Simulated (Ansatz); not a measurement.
Consider the ligand exchange at the Si–C bond: `O=C[SiH2]Cl` + `FCS` → `FCS[SiH2]Cl` + `C=O`.

Computed with Ansatz on PBE0-D4/def2-TZVP structures; ΔE is electronic, products minus reactants. CCSD(T)/CBS adds triple-zeta CCSD(T) − MP2 to the extrapolated MP2 energy (def2 sets, frozen cores). This one scheme is used for every species. Functionals use def2-TZVPP. B3LYP here is the variant with VWN-RPA as its local correlation; programs differ in this. One conformer a species, not always the lowest.

```json
{"level": "PBE-D4", "ΔE (kJ/mol)": "-74.8"}
{"level": "PBE0-D4", "ΔE (kJ/mol)": "-78.9"}
{"level": "B3LYP-D4", "ΔE (kJ/mol)": "-75.7"}
{"level": "ωB97X-V", "ΔE (kJ/mol)": "-75.8"}
{"level": "B3LYP", "ΔE (kJ/mol)": "-68.2"}
{"level": "MP2/def2-TZVPP", "ΔE (kJ/mol)": "-83.6"}
{"level": "SCS-MP2/def2-TZVPP", "ΔE (kJ/mol)": "-78.8"}
{"level": "CCSD(T)/def2-TZVPP", "ΔE (kJ/mol)": "-76.3"}
```

Problem. What does CCSD(T)/CBS give? (Best estimate.)

Solution. Computed: -78.4 kJ/mol. The listed levels differ from it by 3.6, -0.5, 2.7, 2.6, 10.2, -5.2, -0.4, 2.1 kJ/mol.

Largest T1 diagnostic among the species: 0.015.

The D4 term adds −7.5 kJ/mol with B3LYP and −4.2 kJ/mol with PBE0; it sums over pairs of atoms, weighted by their polarisabilities, and B3LYP, whose exchange is more repulsive, gets the larger term. From PBE to PBE0 (25 % exact exchange), in def2-TZVPP and without D4, ΔE moves by −4.6 kJ/mol.
